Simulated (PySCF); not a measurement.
## Correlation energy of V²⁺ (vanadium, charge +2)

[Ar] 3d2 4s1, high-spin 4F determinant (an excited configuration). All numbers are calculated (PySCF 2.14, the spin-free X2C one-electron Hamiltonian (Gaussian nucleus), in x2c-TZVPPall with one added diffuse shell each of s, p, d, f type (7s6p5d3f1g, 80 functions)). Frozen: [Ar]; 3 electrons correlated.

```tsv
level	correlation energy (mhartree)
CCSD	-12.51
(T)	-0.05
CCSD(T)	-12.56
```

Diagnostics: T1 = 0.0031, D1 = 0.0056, largest double amplitude 0.016.

Cost of the coupled-cluster step: about 4 core-seconds, for 3 correlated electrons.

Iterations:

```
CC2 = 0
CCSD nocc = (np.int64(3), np.int64(0)), nmo = (71, 71)
frozen orbitals [[0, 1, 2, 3, 4, 5, 6, 7, 8], [0, 1, 2, 3, 4, 5, 6, 7, 8]]
max_cycle = 100
direct = 0
conv_tol = 1e-08
conv_tol_normt = 1e-06
diis_space = 8
diis_start_cycle = 0
Init t2, MP2 energy = -0.0100639850296737
Init E_corr(UCCSD) = -0.0100639850298092
cycle = 1  E_corr(UCCSD) = -0.0119234419966286  dE = -0.00185945697  norm(t1,t2) = 0.01202
cycle = 2  E_corr(UCCSD) = -0.0123394942265738  dE = -0.00041605223  norm(t1,t2) = 0.00414241
cycle = 3  E_corr(UCCSD) = -0.0125206547170239  dE = -0.00018116049  norm(t1,t2) = 0.00185235
cycle = 4  E_corr(UCCSD) = -0.0125084709774575  dE = 1.21837396e-05  norm(t1,t2) = 0.000614373
cycle = 5  E_corr(UCCSD) = -0.0125143831369187  dE = -5.91215946e-06  norm(t1,t2) = 0.000143634
cycle = 6  E_corr(UCCSD) = -0.0125141181837918  dE = 2.64953127e-07  norm(t1,t2) = 2.49628e-05
cycle = 7  E_corr(UCCSD) = -0.012514153375549  dE = -3.51917572e-08  norm(t1,t2) = 5.03114e-06
cycle = 8  E_corr(UCCSD) = -0.0125141389429126  dE = 1.44326363e-08  norm(t1,t2) = 7.27067e-07
cycle = 9  E_corr(UCCSD) = -0.012514144212977  dE = -5.2700644e-09  norm(t1,t2) = 2.1469e-07
UCCSD converged
E(UCCSD) = -947.245753960692  E_corr = -0.01251414421297701
UCCSD(T) correction = -4.67175394829225e-05
```
